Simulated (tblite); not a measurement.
Compound: C₅H₄N₂.
SMILES with atom numbers: `[CH3:1]/[C:2]([C:3]#[N:4])=[CH:5]/[C:6]#[N:7]` (hydrogens: H8, H9, H10 on C1; H11 on C5)

Level: GFN2-xTB in tblite, geometry and Hessian alike; calculated harmonic values, unscaled, isolated species. The method is semi-empirical: single wavenumbers can be off by several per cent or more.

Harmonic wavenumbers (cm⁻¹): 96.6, 105.9, 144.9, 202.9, 255.9, 335.9, 468.3, 490.6, 589.1, 615.5, 799.3, 817.9, 988.5, 1018.0, 1065.8, 1173.8, 1300.9, 1395.4, 1453.4, 1464.2, 1631.5, 2364.8, 2374.1, 3004.1, 3020.1, 3047.5, 3057.6.

A = 4190, B = 2166, C = 1441 MHz; mass 92.037 u (most abundant isotopes); point group Cs, symmetry number 1.

What is the zero-point energy?

½Σν̃ = 16641 cm⁻¹ = 199.07 kJ/mol.

What is S at 200 K and 1 bar for an ideal gas of classical rigid rotors and harmonic oscillators?

Translation 156.96, rotation 110.50, vibration 47.67: S = 315.1 J/(mol K).

And Cp and H(200 K) − H(0)?

Cp = 89.05 J/(mol K), of which vibrations give 55.80 (their classical limit is 27 R = 224.5); H(200 K) − H(0) = 12.22 kJ/mol without the zero-point energy, 5.57 from vibrations.

Which modes carry the vibrational entropy at 200 K?

96.6 cm⁻¹: 11.51; 105.9 cm⁻¹: 10.77; 144.9 cm⁻¹: 8.34; 202.9 cm⁻¹: 5.87; 255.9 cm⁻¹: 4.32; 335.9 cm⁻¹: 2.75 J/(mol K); the other 21 give 4.11 together.

What must be added to the electronic energy to get the Gibbs energy at 200 K and 1 bar?

ZPE + [H(200 K) − H(0)] − T·S = 199.07 + 12.22 − 63.02 = 148.27 kJ/mol.

How do the functions run with temperature in this model?

| T (K) | S (J/(mol K)) | Cp (J/(mol K)) | H − H(0) (kJ/mol) | G − H(0) (kJ/mol) | ln q(vib) |
| --- | --- | --- | --- | --- | --- |
| 150 | 291.3 | 76.7 | 8.07 | -35.63 | 1.55 |
| 250 | 336.3 | 100.7 | 16.97 | -67.10 | 3.22 |
| 298.15 | 354.9 | 111.4 | 22.08 | -83.74 | 4.02 |
| 400 | 390.6 | 131.8 | 34.49 | -121.75 | 5.67 |
| 600 | 450.3 | 162.9 | 64.15 | -206.03 | 8.74 |
| 900 | 522.7 | 193.7 | 118.01 | -352.40 | 12.91 |

q(vib) and H(0) count from the zero-point level.

Hindered rotation and anharmonicity are outside this model.

Hardware: an Arm Neoverse V1 with one thread, on a shared host. This covers the Hessian and the dipole derivatives.
